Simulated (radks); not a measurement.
Results of a calculation; reference values are marked as such.
Problem. Numerical settings for the erbium ion Er+, [Xe] 4f12 6s1. Level of theory: scalar-relativistic Kohn-Sham, r2SCAN, spin-polarised, spherical densities, finite nucleus; open shells are filled with parallel spins first (spin-orbit coupling, left out, can overturn this in heavy ions); meta-GGA in the generalised Kohn-Sham scheme; Fermi nuclear charge, rms radius 5.2516 fm (a radial shooting solver on a logarithmic mesh with Libxc functionals). The defaults (mesh step 0.008 in ln r, mesh end at 40 bohr or more with all orbitals vanishing there, Anderson mixing 0.5 over 9 steps, residual threshold near 1e-9 with the energy settled to 1e-9 hartree or 1e-11 of itself, here a cap of 63 iterations) give E = -13086.184 hartree and 4f at -8.383 eV in 16 iterations. Run on one thread of a shared host, so times are rough (Arm Neoverse V2): 0.3 s of CPU time, 0.3 s wall, 16 iterations on 2360 mesh points. One setting is changed at a time: mesh step in ln r 0.03; mesh step in ln r 0.005; mesh step in ln r 0.08; mesh end (bohr) 2; mesh end (bohr) 3; residual threshold 1e-13; residual threshold 0.1; mixing 2.5; linear mixing, mixing 0.2; linear mixing, mixing 1; mixing history 3; iteration cap 2. Which runs fail to converge, and which converge to a wrong energy?

Solution. Not converged within the cap: mesh step in ln r 0.08; residual threshold 1e-13; mixing 2.5; linear mixing, mixing 1; iteration cap 2. Settled on a wrong energy, with an occupied level pushed above zero by the early mesh end: mesh end (bohr) 2 (+12.9 hartree); mesh end (bohr) 3 (+1.65 hartree). Apart from these: settings that end as converged yet miss the energy by more than 1 mhartree: mesh step in ln r 0.03 (+0.00131 hartree).
